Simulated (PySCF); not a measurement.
## Shapes and spin states of GeBr₂

These are results of PBE in PySCF with Ge def2-SVP, Br def2-SVP; no relativity; density-fitted integrals, not measurements.

Relaxations began from a few typed shapes and spin states; open shells are unrestricted. The search is not exhaustive: other isomers or separated fragments can lie lower, and high-lying points may rest on an excited occupation.

| spin | group | bonds | angles | imaginary modes (cm⁻¹) | ΔE (kJ/mol) | ΔE with ZPE (kJ/mol) |
| --- | --- | --- | --- | --- | --- | --- |
| singlet | C2v | Ge–Br 2.370 Å (×2) | Br–Ge–Br 101.8° | none | 0.0 | 0.0 |
| singlet | D∞h | Ge–Br 2.491 Å (×2) | Br–Ge–Br 180.0° | 115i, 115i | 124.9 | – |
| triplet | C2v | Ge–Br 2.353 Å (×2) | Br–Ge–Br 121.3° | none | 230.9 | 230.6 |
| triplet | D∞h | Ge–Br 2.420 Å (×2) | Br–Ge–Br 180.0° | 80i | 266.7 | – |

The lowest minimum found is the singlet C2v: Ge–Br 2.370 Å (×2); Br–Ge–Br 101.8°.

Counting electrons, germanium keeps 2 of its valence electrons outside its bonds, so the VSEPR class is AX2E1 and the expected shape is bent (C2v), as computed.

The electron or spin density has lower symmetry than the nuclear frame for the triplet D∞h at 266.7 kJ/mol.
